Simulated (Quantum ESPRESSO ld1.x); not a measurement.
Question: I41+, configuration [Ne] 3s2. All-electron calculation, scalar-relativistic Kohn-Sham, LDA (Slater exchange, Perdew-Wang correlation), spin-polarised, spherical densities, point nucleus. Program: ld1.x of Quantum ESPRESSO 7.5. Some entries of the table are withheld. Estimate them.

orbital,occ.,eigenvalue (eV),<r> (bohr),r(max) (bohr)
1s,2,-35603.1,0.02723,0.01755
2s,2,(1),0.1153,0.09838
2p,6,-7105.43,0.1005,0.07865
3s,2,-3069.45,(2),(3)

Answer: 
(1) 2s eigenvalue (eV): -7594.49
(2) 3s <r> (bohr): 0.2773
(3) 3s r(max) (bohr): 0.2636
